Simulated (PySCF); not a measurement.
Be(I)(SiH3) (BeH₃ISi), SMILES [SiH3][Be][I]. Atoms are numbered in the order given.

```xyz
6

Be     0.0000     0.0000     1.0348
I      0.0000     0.0000    -1.1377
Si     0.0000     0.0000     3.2065
H     -1.1968    -0.6910     3.7558
H      0.0000     1.3819     3.7558
H      1.1968    -0.6910     3.7558
```
Charge 0, spin multiplicity 1.

Coordinates come from a B3LYP-D3(BJ)/def2-TZVP optimisation. The def2 effective core potentials stand for the cores of I; spin–orbit coupling is left out.

Method: PBE0/def2-TZVPD (PySCF).

Mulliken values depend strongly on the basis, most of all with diffuse functions as here. ESP charges are fitted to the potential on shells at 1.4 to 2.0 van der Waals radii. Atomic charges (e):

```json
[
 {"atom": "Be1", "Mulliken": "-0.01", "ESP fit": "0.23"},
 {"atom": "I2", "Mulliken": "-0.03", "ESP fit": "-0.14"},
 {"atom": "Si3", "Mulliken": "0.12", "ESP fit": "0.06"},
 {"atom": "H4", "Mulliken": "-0.02", "ESP fit": "-0.05"},
 {"atom": "H5", "Mulliken": "-0.02", "ESP fit": "-0.05"},
 {"atom": "H6", "Mulliken": "-0.02", "ESP fit": "-0.05"}
]
```
